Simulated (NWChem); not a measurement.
A series in which one site is exchanged, each optimised at PBE0/def2-SVP with NWChem, gas phase unless a solvent is named. Some are not confirmed as minima by frequencies. def2 effective core potentials on In, I; no spin-orbit coupling.

A: [Cl][InH][Cl] (InHCl2; site = H)
B: [Cl][In]([Cl])[Br] (InBrCl2; site = Br)
C: [Cl][In]([Cl])[Cl] (InCl3; site = Cl)
D: [I][In]([Cl])[Cl] (InICl2; site = I)

Values for A:

* **orbital gap (eV), PBE0/def2-SVP**: 6.86
* **vertical ionisation energy, ΔSCF, PBE0/def2-SVP (eV)**: 11.00
* **lowest singlet excitation, PBE0/def2-SVPD, TDA (eV)**: 5.59

Task: How do these values change for the other members?

Result: 
```tsv
change from A	B	C	D
orbital gap (eV), PBE0/def2-SVP	-1.01	-0.61	-1.67
vertical ionisation energy, ΔSCF, PBE0/def2-SVP (eV)	0.00	+0.33	-0.63
lowest singlet excitation, PBE0/def2-SVPD, TDA (eV)	-1.11	-0.75	-1.72
```
